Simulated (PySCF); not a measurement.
1,1-difluoroethane (C2H4F2), SMILES FC(F)C. Atoms are numbered in the order given.

```xyz
8

C     -1.3641     0.0873     0.0000
C      0.0706    -0.3506     0.0000
F      0.7071     0.1348    -1.0922
F      0.7071     0.1348     1.0922
H     -1.4052     1.1858     0.0000
H     -1.8769    -0.2914    -0.8946
H     -1.8769    -0.2914     0.8946
H      0.1928    -1.4491     0.0000
```

Geometry optimised at PBE0-D3(BJ)/def2-SVP.

Two levels are set side by side: PBE/pcSseg-1 (PySCF) and KT2/pcSseg-1 (PySCF). GIAO shifts against CFCl3 (¹⁹F), TMS (¹H), TMS (¹³C) at the same level; non-relativistic, no solvent, atoms listed together averaged. Differences are taken from unrounded values.

| quantity | KT2 | PBE | PBE minus KT2 |
|---|---|---|---|
| δ(¹³C) of C1 (ppm) | 24.2 | 24.8 | 0.6 |
| δ(¹³C) of C2 (ppm) | 120.0 | 124.2 | 4.3 |
| δ(¹⁹F) of F3, F4 (ppm) | -156.5 | -150.0 | 6.4 |
| δ(¹H) of H8 (ppm) | 6.31 | 6.42 | 0.11 |

Rough cost on one machine, each run with all the roots and properties that it gave: KT2 against PBE within a factor of 2.
